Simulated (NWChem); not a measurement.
Species: C3H7FSi; SMILES FC(C[SiH3])=C

```xyz
12

C      1.0242    -1.9690    -0.2958
C      0.1367    -1.0333     0.0285
F     -1.1540    -1.1717    -0.3827
C      0.3446     0.2342     0.7880
Si    -0.1103     1.8032    -0.2053
H      0.7329    -2.8346    -0.8799
H      2.0565    -1.8818     0.0213
H      1.3895     0.3045     1.1080
H     -0.2739     0.2290     1.6970
H      0.5251     1.7592    -1.5483
H     -1.5804     1.9358    -0.3641
H      0.3956     2.9941     0.5311
```
Atoms are numbered in this order, from 1.

Coordinates come from a B3LYP/6-31G* (spherical d) optimisation.

### Question
Give the principal values of the shielding tensors (ppm) of C1, C2, F3, C4, Si5 from Hartree-Fock/6-31G* (spherical d), GIAO (NWChem), with their diamagnetic and paramagnetic parts as GIAO splits them.

### Answer
```tsv
atom	σ11	σ22	σ33	isotropic	diamagnetic	paramagnetic
C1	12.7	143.0	173.1	109.6	259.5	-149.9
C2	-77.9	96.4	99.7	39.4	246.5	-207.1
F3	250.2	355.9	394.8	333.6	474.0	-140.4
C4	172.5	182.2	208.2	187.6	251.4	-63.8
Si5	467.3	479.7	521.1	489.4	879.6	-390.2
```
